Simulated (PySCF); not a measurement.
## Magnetic susceptibility: `C[B-](C)(C)C`, [C₄H₁₂B]-, charge -1

Geometry:
```
atom   x (Å)   y (Å)   z (Å)
  B1   0.000   0.000   0.000
  C2   0.001  -0.019   1.651
  H3   0.503  -0.904   2.053
  H4  -1.012  -0.019   2.065
  H5   0.512   0.850   2.074
  C6   1.557   0.013  -0.552
  H7   1.608   0.029  -1.644
  H8   2.118  -0.867  -0.224
  H9   2.112   0.887  -0.199
 C10  -0.785   1.351  -0.534
 H11  -0.811   1.410  -1.626
 H12  -0.309   2.271  -0.183
 H13  -1.824   1.387  -0.194
 C14  -0.773  -1.345  -0.566
 H15  -1.814  -1.394  -0.234
 H16  -0.293  -2.268  -0.229
 H17  -0.790  -1.382  -1.659
```

Total charge -1.

Level of theory: GIAO KT3/def2-SVP magnetisability, rotational g tensor and spin-rotation constants, non-relativistic, gas phase (PySCF). Geometry: GFN2-xTB.

For an ion the centre-of-mass motion in the field is neglected.

(1) What are the magnetisability and the molar susceptibility?

(2) Split it along the inertial axes a, b, c into diamagnetic and paramagnetic parts about the centre of mass, with the quadrupole moment.

(3) And the rotational g tensor?

Answers

(1) Isotropic -1224 × 10⁻³⁰ J/T², or -73.7 × 10⁻⁶ cm³/mol; principal values -1224, -1224, -1223 × 10⁻³⁰ J/T², anisotropy 0 × 10⁻³⁰ J/T² (root of half the summed squared differences of the principal values). The susceptibility is in cgs units.

(2) 
| axis | χ (10⁻⁶ cm³/mol) | diamagnetic (10⁻⁶ cm³/mol) | paramagnetic (10⁻⁶ cm³/mol) | summed x² of all electrons (Å²) | quadrupole Θ (D Å) |
| --- | --- | --- | --- | --- | --- |
| a | -73.7 | -445.1 | 371.4 | 52.5 | 0.00 |
| b | -73.7 | -445.1 | 371.4 | 52.5 | 0.00 |
| c | -73.7 | -445.1 | 371.4 | 52.5 | 0.00 |

Anisotropies 2χaa − χbb − χcc = 0.0 and 2χbb − χaa − χcc = 0.0 × 10⁻⁶ cm³/mol. Θ is traceless in Buckingham's convention.

(3) 
| axis | rotational constant (GHz) | g | nuclear part | electronic part |
| --- | --- | --- | --- | --- |
| a | 3.8920 | -0.0126 | 0.6665 | -0.6791 |
| b | 3.8907 | -0.0126 | 0.6663 | -0.6788 |
| c | 3.8905 | -0.0126 | 0.6663 | -0.6788 |

Spherical top; isotopes 11B, 12C, 1H; no vibrational averaging.
